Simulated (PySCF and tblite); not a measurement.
The numbers below are computed, except where a source is named.
Dynamics report: rotation

System: CH9BO2Si2, numbered as in [OH:1][B:2]([OH:3])[CH:4]([SiH3:5])[SiH3:6].

Motion: rotation about the B2–O3 bond (torsion O1–B2–O3–H from 0° to 180°, rising). Geometries: GFN2-xTB; energies: PBE0/pcSseg-1 + D3(BJ); zero-point and thermal terms from GFN2-xTB harmonic modes (soft modes blended into free rotors). Rate constants are transition-state-theory values, counting equivalent paths, without tunnelling. (PySCF 2.14 with density fitting, tblite 0.8.)

| point | symmetry | E(GFN2) kcal/mol | E(DFT) kcal/mol | ZPE change kcal/mol | lowest mode cm⁻¹ | dipole D |
| --- | --- | --- | --- | --- | --- | --- |
| start | Cs | 0.0 | 0.0 | 0.00 | 12 | 1.79 |
| saddle | C1 | 11.2 | 11.1 | -1.14 | 596i | 1.91 |
| end | C1 | 4.3 | 2.7 | -0.05 | 29 | 2.40 |

```json
{
 "Electronic barrier": "11.1 kcal/mol",
 "Barrier with zero-point energy": "9.9 kcal/mol",
 "ΔH‡ (298 K)": "9.8 kcal/mol",
 "ΔS‡ (298 K, symmetry apart)": "-0.9 cal/(mol K)",
 "Paths": "2 equivalent paths",
 "End point": "a different minimum",
 "Mean lifetime of the start against this motion at 298 K": "2.1 µs",
 "Cost": "61 s on 1 thread of Arm Neoverse V2 (shared host) (rough), peak memory 0.83 GiB, launched as `OMP_NUM_THREADS=1 python ens_run.py task.json out`"
}
```

```csv
T/K,ΔG‡ kcal/mol,k s⁻¹,ΔG kcal/mol,k back s⁻¹
150,10.0,0.017,2.8,106
200,10.0,92,2.9,6.1×10⁴
250,10.1,1.6×10⁴,2.9,2.8×10⁶
298,10.1,4.8×10⁵,2.9,3.4×10⁷
350,10.2,6.6×10⁶,3.0,2.4×10⁸
400,10.2,4.3×10⁷,3.0,9.5×10⁸
500,10.3,6.2×10⁸,3.1,6.8×10⁹
```

ΔG and ΔG‡ leave out symmetry numbers and mirror images; rates count paths: 2 out, 1 back.
